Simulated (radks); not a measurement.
Question: All-electron atom: the hafnium ion Hf+ in [Xe] 4f14 6s2 6p1 (not the ground configuration). Calculated with a radial shooting solver on a logarithmic mesh with Libxc functionals: scalar-relativistic Kohn-Sham, PBE, spin-unpolarised, spherical densities, finite nucleus; Fermi nuclear charge, rms radius 5.347 fm. Some entries of the table are withheld. Estimate them.

orbital,occ.,eigenvalue (eV),<1/r> (bohr^-1)
1s,2,(1),83.78
2s,2,-11175.83,19.56
2p,6,-9816.822,17.85
3s,2,-2556.839,7.238
3p,6,(2),6.712
3d,10,-1669.370,(3)
4s,2,-525.8543,3.066
4p,6,-392.5799,2.792
4d,10,(4),2.475
5s,2,-80.4566,1.178
5p,6,-48.6255,(5)
4f,14,-30.3428,1.921
6s,2,-13.5935,0.4217
6p,1,-8.1645,(6)

Answer: 
(1) 1s eigenvalue (eV): -65278.79
(2) 3p eigenvalue (eV): -2150.657
(3) 3d <1/r> (bohr^-1): 6.350
(4) 4d eigenvalue (eV): -220.1977
(5) 5p <1/r> (bohr^-1): 0.9890
(6) 6p <1/r> (bohr^-1): 0.3299
